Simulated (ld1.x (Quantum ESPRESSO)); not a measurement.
## cobalt: variants of one TM potential

Base potential:

ld1.x (Quantum ESPRESSO) 7.5 input, shortened:

```
&input
   title='Co', zed=27., rel=1, dft='PBE', iswitch=3,
   config='[Ar] 3d7 4s2 4p0'
 /
 &inputp
   pseudotype=2, tm=.true., lloc=0,
   nlcc=.true., new_core_ps=.true.
 /
3
3P  2  1   6.00   0.00  0.95  0.95  0.0
3D  3  2   7.00   0.00  0.95  0.95  0.0
3S  1  0   2.00   0.00  0.90  0.90  0.0
 &test
   configts(1)='3s2 3p6 3d7 4s2 4p0'
 /
```

Occupied shells without a wave of their own: 4s. They enter only through the test configuration that unscreens the potential, and ld1.x also counts them in the model core charge.

Cutoffs, loose and tight: the cutoffs (Ry, on a coarse ladder) from which the occupation-weighted sum of valence levels, in a spherical-Bessel basis at the reference potential, stays within 10 and 1 mRy of its value at 400 Ry. They do not see the model core or the augmentation charge, which bear on the density cutoff. Test errors are all-electron minus pseudo excitation energies from the reference, over the configurations 3s2 3p6 3d7 4s1 4p0; 3s2 3p6 3d7 4s0 4p0; 3s2 3p6 3d6 4s0 4p0; 3s2 3p6 3d5 4s0 4p0; 3s2 3p6 3d8 4s0 4p0; 3s2 3p6 3d7 4s1.5 4p0; 3s2 3p6 3d7 4s1 4p1. A dash means not determined; rows that change the core or the reference have their own tests. The largest error is taken over the tests solved by every variant that gives reliable tests at all: 3s2 3p6 3d5 4s0 4p0; 3s2 3p6 3d7 4s0 4p0; 3s2 3p6 3d7 4s1 4p0.

With those shells counted twice in exchange and correlation these files are broken, and their errors move erratically; no question is asked of them.

```tsv
change	outcome	cutoff, loose	cutoff, tight	bound ghosts	largest test error (meV)
base	generated	230 Ry	over 300 Ry	none	-2057
all radii but the core radius scaled by about 0.74 (s 0.66, p 0.70, d 0.70 bohr)	generated	over 300 Ry	over 300 Ry	none	-1453
all radii but the core radius scaled by about 0.82 (s 0.74, p 0.78, d 0.78 bohr)	generated	300 Ry	over 300 Ry	none	-1466
all radii but the core radius scaled by about 0.92 (s 0.82, p 0.88, d 0.88 bohr)	generated	260 Ry	over 300 Ry	none	-1635
all radii but the core radius scaled by about 1.05 (s 0.94, p 1.00, d 1.00 bohr)	generated, misses its reference levels by 0.16 eV	200 Ry	over 300 Ry	none	-2220
all radii but the core radius scaled by about 1.16 (s 1.06, p 1.10, d 1.10 bohr)	generated, misses its reference levels by 0.35 eV	180 Ry	300 Ry	none	-3529
all radii but the core radius scaled by about 1.20 (s 1.08, p 1.14, d 1.14 bohr)	generated, misses its reference levels by 0.41 eV	180 Ry	260 Ry	none	-3911
all radii but the core radius scaled by about 1.29 (s 1.16, p 1.22, d 1.22 bohr)	generated, misses its reference levels by 0.62 eV	160 Ry	260 Ry	none	-5345
all radii but the core radius scaled by about 1.41 (s 1.26, p 1.34, d 1.34 bohr)	generated, misses its reference levels by 0.91 eV	140 Ry	230 Ry	none	-7208
```

Reading the sweep of the scale of all radii but the core radius (base = 1) (base included, trends over the rows without a ghost): The loose cutoff falls from 300 Ry at 0.82 to 140 Ry at 1.41. A larger radius leaves more room for a smooth pseudo-wave, so fewer plane waves are needed; a smaller one forces it to follow the all-electron wave where it bends sharply. The median size of the test errors (rows with all tests solved) rises from 394.0 meV at 0.74 to 2154.0 meV at 1.41. More of the atom is replaced by a form fitted at one configuration, so other configurations suffer as the radius grows.
